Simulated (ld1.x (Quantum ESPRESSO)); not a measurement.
**Ranking TM potentials for nitrogen (N)**

All share these settings but for the change named:

- Element: N (Z = 7)
- Generator: ld1.x (Quantum ESPRESSO) 7.5
- Type: norm-conserving Troullier–Martins (Kleinman–Bylander form)
- Functional: PBE
- Relativity: scalar-relativistic
- Frozen core: [He]
- Valence charge: 5
- Reference configuration: 2s1.5 2p3.5
- Partial waves: 2s (bound): rc 0.75 bohr; 3d channel at 0.15 Ry: rc 1.65 bohr; 2p (bound): rc 1.55 bohr
- Local potential: the p channel
- Core correction: a·sin(br)/r model core inside 0.35 bohr

Test errors are all-electron minus pseudo excitation energies from the reference, over 2s2 2p3; 2s2 2p2; 2s2 2p1; 2s1 2p4; 2s1 2p0; 2s2 2p3.3; 2s2 2p0. None of these files shows a bound ghost.

The base gives 1154.2 meV.

Of 9 variants that were run, those that failed, showed a ghost or another fault, or gave nearly equal values are left out.

A variant can come out equal or close to the base, since the largest error may sit in a test that the change hardly touches while other tests move.

Rank these variants by their largest absolute test error, smallest first.
A. wave 2p (bound): rc 1.55 bohr becomes 2p (bound): rc 1.68 bohr
B. wave 2p (bound): rc 1.55 bohr becomes 2p (bound): rc 2.18 bohr
C. wave 2p (bound): rc 1.55 bohr becomes 2p (bound): rc 1.52 bohr
D. wave 2p (bound): rc 1.55 bohr becomes 2p (bound): rc 2.04 bohr
E. wave 2p (bound): rc 1.55 bohr becomes 2p (bound): rc 1.22 bohr

E (517.8 meV), C (1154.2 meV), A (1657.2 meV), D (3098.8 meV), B (4008.6 meV).
